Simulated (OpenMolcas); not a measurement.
Fe3+ with 6 ligands (water) in octahedral coordination (Th). Ligand basis ANO-RCC-VDZP.

```yaml
Program: OpenMolcas
Method: CASSCF
Basis: ANO-RCC-VDZP [5s4p2d1f]
Scalar_Hamiltonian: DKH2, point nucleus
Active_space: 5 electrons in 5 orbitals (3d)
State_averaging: 2S+1 = 6 even, 1 root; 2S+1 = 4 even, 24 roots; 2S+1 = 2 even, 75 roots
Spin-orbit_coupling: RASSI with atomic mean-field integrals over the reference wave functions
```

All ligands move together. At R = 1.87 Å |10Dq| is 16546 cm-1, and at R = 2 Å it is 11421 cm-1.

Question: A third run gives 8078 cm-1. What distance was it run at?

Answer: With a power law R^-n the two known points give n = -ln(11421 / 16546) / ln(2 / 1.87) = 5.52. Then R = 1.87 × (16546 / 8078)^(1/5.52) = 2.129 Å. The run was at 2.13 Å, so the estimate is off by -0.001 Å.

Without dynamic correlation the repulsion within the d shell is too large (B by tens of per cent), so at a given field states of lower spin stand too high. Ligand-to-metal charge-transfer states are missing. With no ligand orbital active B as a rule stays too high, so bands that hang on it stand too high and its fall with covalency is understated. With metal d orbitals alone the field can be off either way by tens of per cent. No measured value stands beside these numbers; the geometry is a model, was not optimised and need not be the one that this ion takes.
